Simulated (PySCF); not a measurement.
What builds the first ionisation energy along the 5p block

Calculated with PySCF 2.14 from differences of total energies of unrestricted determinants, without spin-orbit coupling. Each column adds one step, in eV (sums use unrounded values): valence MP2, valence CCSD, valence triples, then the next inner shell at CCSD(T) (In 4s 4p 4d, Sn 4s 4p 4d, Sb 4s 4p 4d, Te 4s 4p 4d, I 4s 4p 4d, Xe 4s 4p 4d). References (NIST) marked * lie between the lowest fine-structure levels; the others compare directly ((s) semi-empirical, (t) theoretical).

```json
{"element": "In [Kr] 4d10 5s2 5p1 → [Kr] 4d10 5s2 (x2c-TZVPPall with one added diffuse shell each of s, p, d, f type, spin-free X2C)", "UHF": "5.210", "+ MP2": "0.178", "+ CCSD": "0.052", "+ (T)": "0.020", "+ inner shell": "0.046", "sum": "5.507", "reference": "5.603"}
{"element": "Sn [Kr] 4d10 5s2 5p2 → [Kr] 4d10 5s2 5p1 (x2c-TZVPPall with one added diffuse shell each of s, p, d, f type, spin-free X2C)", "UHF": "6.862", "+ MP2": "0.295", "+ CCSD": "0.030", "+ (T)": "0.025", "+ inner shell": "0.052", "sum": "7.264", "reference": "7.389"}
{"element": "Sb [Kr] 4d10 5s2 5p3 → [Kr] 4d10 5s2 5p2 (x2c-TZVPPall with one added diffuse shell each of s, p, d, f type, spin-free X2C)", "UHF": "8.598", "+ MP2": "0.404", "+ CCSD": "-0.014", "+ (T)": "0.030", "+ inner shell": "0.056", "sum": "9.075", "reference": "9.124"}
{"element": "Te [Kr] 4d10 5s2 5p4 → [Kr] 4d10 5s2 5p3 (x2c-TZVPPall with one added diffuse shell each of s, p, d, f type, spin-free X2C)", "UHF": "7.761", "+ MP2": "0.606", "+ CCSD": "0.123", "+ (T)": "0.030", "+ inner shell": "0.050", "sum": "8.569", "reference": "8.749"}
{"element": "I [Kr] 4d10 5s2 5p5 → [Kr] 4d10 5s2 5p4 (x2c-TZVPPall with one added diffuse shell each of s, p, d, f type, spin-free X2C)", "UHF": "9.594", "+ MP2": "0.708", "+ CCSD": "0.024", "+ (T)": "0.036", "+ inner shell": "0.054", "sum": "10.416", "reference": "10.519"}
{"element": "Xe [Xe] → [Kr] 4d10 5s2 5p5 (x2c-TZVPPall with one added diffuse shell each of s, p, d, f type, spin-free X2C)", "UHF": "11.509", "+ MP2": "0.782", "+ CCSD": "-0.082", "+ (T)": "0.040", "+ inner shell": "0.053", "sum": "12.301", "reference": "12.565"}
```

What remains against the references is mostly basis incompleteness.

These are valence bases, so the inner-shell step is incomplete.
